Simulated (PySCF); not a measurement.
**Electric field gradients and quadrupole coupling constants**

C₃H₇NSSi₂.
SMILES with atom numbers: `[CH2:1]=[CH:2][Si@H:3]([C:4]#[N:5])[S:6][SiH3:7]` (hydrogens: H8, H9 on C1; H10 on C2; H11 on Si3; H12, H13, H14 on Si7)

Cartesian coordinates in Å at the GFN2-xTB level; atoms count from 1:
```xyz
14
C3H7NSSi2 angstrom
C     -2.940    0.442   -0.254
C     -1.826    0.528   -0.967
Si    -0.237   -0.374   -0.548
C     -0.345   -0.947    1.229
N     -0.399   -1.282    2.323
S      1.376    1.042   -0.736
Si     3.008    0.162    0.358
H     -3.002   -0.169    0.632
H     -3.837    0.979   -0.521
H     -1.810    1.160   -1.846
H      0.052   -1.566   -1.345
H      2.574   -0.027    1.734
H      3.332   -1.107   -0.281
H      4.051    1.159    0.199
```

Field gradients from the PBE0/pcSseg-1 density (PySCF, non-relativistic), principal values in atomic units, ordered |Vxx| ≤ |Vyy| ≤ |Vzz|:

| atom | Vxx | Vyy | Vzz |
| --- | --- | --- | --- |
| N5 | 0.5543 | 0.6100 | -1.1643 |
| S6 | 0.2827 | 1.4312 | -1.7139 |

**Question.** Find the asymmetry η = (Vxx − Vyy)/Vzz and the couplings χ = eQV/h (234.96 MHz × Q in barn × V in au), with Q(14N) = 0.02044 b, Q(33S) = −0.0678 b.

**Answer.** 
```tsv
atom	environment	nucleus	η	χzz (MHz)	χxx (MHz)	χyy (MHz)
N5	cyano nitrogen	14N	0.05	-5.59	2.66	2.93
S6	sulfur bonded to 2 Si	33S	0.67	27.30	-4.50	-22.80
```

**Question.** What is Vzz at S6 in SI units (1 au = 9.71736 × 10²¹ V/m²)?

**Answer.** -1.7139 au = -16.654 × 10²¹ V/m².

**Question.** And the gradient at the other heavy atoms, for which no coupling is worked out here?

**Answer.** 
| atom | environment | Vzz (au) | η |
| --- | --- | --- | --- |
| C1 | terminal =CH2 carbon | 0.422 | 0.24 |
| C2 | alkene CH carbon | 0.302 | 0.45 |
| Si3 | SiH silicon | -0.586 | 0.68 |
| C4 | cyano carbon | -0.450 | 0.00 |
| Si7 | SiH3 silicon | 0.726 | 0.09 |

**Question.** What couplings would deuterons (Q(2H) = 0.00286 b) have in place of the hydrogens, at this geometry?

**Answer.** 
```tsv
atom	bonded to	bond length (Å)	Vzz (au)	η	χzz (kHz)
H8	C1	1.078	0.3263	0.05	219
H9	C1	1.079	0.3301	0.03	222
H10	C2	1.083	0.3254	0.05	219
H11	Si3	1.462	0.1599	0.02	107
H12	Si7	1.454	0.1646	0.02	111
H13	Si7	1.458	0.1642	0.03	110
H14	Si7	1.451	0.1692	0.02	114
```

Isolated species at its GFN2-xTB geometry (one conformer only). GFN2-xTB bond lengths can be off by several hundredths of an ångström, more for odd bonds, and the gradients follow them. The basis is small and wasn't made for field gradients, so the couplings can be 20 % off.
